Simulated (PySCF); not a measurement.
# A single-point calculation

[Dy(H2O)9]3+ (singlet in the valence; each metal's 4f electrons, 9 of them, lie in its core potential, out of spins and levels). PySCF 2.14.0, RKS r2SCAN, Dy lcecp-1-SVP with ECP55, O def2-SVP, H def2-SVP; non-relativistic Hamiltonian with scalar-relativistic core potentials where named; density fitting; no spin-orbit coupling. Purpose: level r2SCAN. The geometry is a saddle point of the state and level it was relaxed for.

```python
mol = gto.M(atom='''
Dy    -0.00000     0.00000     0.00000
O      1.75374     0.00000     1.81027
H      1.70256     0.00000     2.78155
H      2.70932     0.00001     1.62429
O     -0.87687     1.51878     1.81027
H     -0.85129     1.47446     2.78155
H     -1.35466     2.34633     1.62429
O     -0.87687    -1.51879     1.81027
H     -0.85128    -1.47447     2.78155
H     -1.35465    -2.34634     1.62429
O      1.75374     0.00000    -1.81027
H      2.70932     0.00001    -1.62429
H      1.70256     0.00000    -2.78155
O     -0.87687     1.51878    -1.81027
H     -1.35466     2.34633    -1.62429
H     -0.85129     1.47446    -2.78155
O     -0.87687    -1.51879    -1.81027
H     -1.35465    -2.34634    -1.62429
H     -0.85128    -1.47447    -2.78155
O      1.22298     2.11827     0.00000
H      1.51491     2.62391     0.77730
H      1.51491     2.62391    -0.77730
O     -2.44596    -0.00000     0.00000
H     -3.02983    -0.00001     0.77730
H     -3.02983    -0.00001    -0.77730
O      1.22298    -2.11826    -0.00000
H      1.51492    -2.62390     0.77730
H      1.51492    -2.62390    -0.77730''',
    basis={'Dy': 'lcecp-1-SVP', 'O': 'def2-SVP', 'H': 'def2-SVP'},
    ecp={'Dy': 'lcecp-1-SVP'},
    charge=3, spin=0)
mf = dft.RKS(mol, xc='R2SCAN')
mf.grids.atom_grid = (75, 302)  # f atoms: unpruned, at least (60, 302)
mf = mf.density_fit()  # fitting sets: Dy AutoAux, O def2-universal-JKFIT, H def2-universal-JKFIT
mf.conv_tol = 1e-08; mf.max_cycle = 55
mf.kernel(dm0)  # dm0: converged density of the relaxed state
mf.nuc_grad_method().kernel()
```

Run from Python with OMP_NUM_THREADS=4; the lines above give its settings. Where DIIS fails, smearing, a level shift and second-order steps follow.
It took 98 s on 4 threads of Arm Neoverse V2, on a shared host, from an already converged density.

Problem. Where do the frontier levels lie, over both spins?

Solution. HOMO -18.59 eV, LUMO -11.08 eV. The 4f levels lie in the core potential and are missing.

Problem. What are the Mulliken charges and spins?

Solution. 
| atom | charge (e) | spin (e) |
| --- | --- | --- |
| Dy1 | 0.809 | 0.000 |
| O2 | -0.297 | 0.000 |
| H3 | 0.265 | 0.000 |
| H4 | 0.270 | 0.000 |
| O5 | -0.298 | 0.000 |
| H6 | 0.265 | 0.000 |
| H7 | 0.270 | 0.000 |
| O8 | -0.298 | 0.000 |
| H9 | 0.265 | 0.000 |
| H10 | 0.270 | 0.000 |
| O11 | -0.297 | 0.000 |
| H12 | 0.270 | 0.000 |
| H13 | 0.265 | 0.000 |
| O14 | -0.298 | 0.000 |
| H15 | 0.270 | 0.000 |
| H16 | 0.265 | 0.000 |
| O17 | -0.298 | 0.000 |
| H18 | 0.270 | 0.000 |
| H19 | 0.265 | 0.000 |
| O20 | -0.291 | 0.000 |
| H21 | 0.274 | 0.000 |
| H22 | 0.274 | 0.000 |
| O23 | -0.291 | 0.000 |
| H24 | 0.274 | 0.000 |
| H25 | 0.274 | 0.000 |
| O26 | -0.291 | 0.000 |
| H27 | 0.274 | 0.000 |
| H28 | 0.274 | 0.000 |
The spin of the 4f electrons in the core isn't counted.

Problem. What forces act on the atoms (eV/Å)?

Solution. 
```
Dy   0.00  0.00  0.00
O   -0.11  0.00 -0.05
H    0.03  0.00 -0.04
H   -0.03  0.00  0.03
O    0.05 -0.09 -0.06
H   -0.01  0.02 -0.04
H    0.01 -0.02  0.03
O    0.05  0.09 -0.06
H   -0.01 -0.02 -0.04
H    0.01  0.02  0.03
O   -0.11  0.00  0.05
H   -0.03  0.00 -0.03
H    0.03  0.00  0.04
O    0.05 -0.09  0.06
H    0.01 -0.02 -0.03
H   -0.01  0.02  0.04
O    0.05  0.09  0.06
H    0.01  0.02 -0.03
H   -0.01 -0.02  0.04
O   -0.05 -0.10  0.00
H    0.00 -0.01 -0.02
H    0.00 -0.01  0.02
O    0.11  0.00  0.00
H    0.01  0.00 -0.02
H    0.01  0.00  0.02
O   -0.05  0.10  0.00
H    0.00  0.01 -0.02
H    0.00  0.01  0.02
```
Forces carry noise of the integration grid, about 0.01 to 0.03 eV/Å.

The geometry was relaxed with B3LYP (Dy lcecp-1-SVP with ECP55, O def2-SVP, H def2-SVP).

An lcecp potential fixes the number of 4f electrons, so in runs with it no electron can move into or out of that shell.
